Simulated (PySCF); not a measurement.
**Electron correlation in V²⁺ (vanadium, charge +2)**

[Ar] 3d2 4p1, one real determinant (an excited configuration). Calculation: PySCF 2.14, in dyall-av2z (16s12p7d2f, 101 functions); no relativity, point nucleus. Frozen: [Ar]; 3 electrons correlated; the 25 highest virtual orbitals of each spin left out.

MP2 pair energies summed by pair of shells (mhartree):

```json
{"pair": "3d-4p", "energy": "-4.12", "share (%)": "52.1"}
{"pair": "3d-3d", "energy": "-3.78", "share (%)": "47.9"}
```

Total MP2 correlation energy: -7.91 mhartree.

Same-spin part -7.91 and opposite-spin part 0.00 mhartree; SCS-MP2 scales them by 1/3 and 6/5 to -2.64 mhartree.

The reference is one real determinant that mixes LS terms of this configuration.
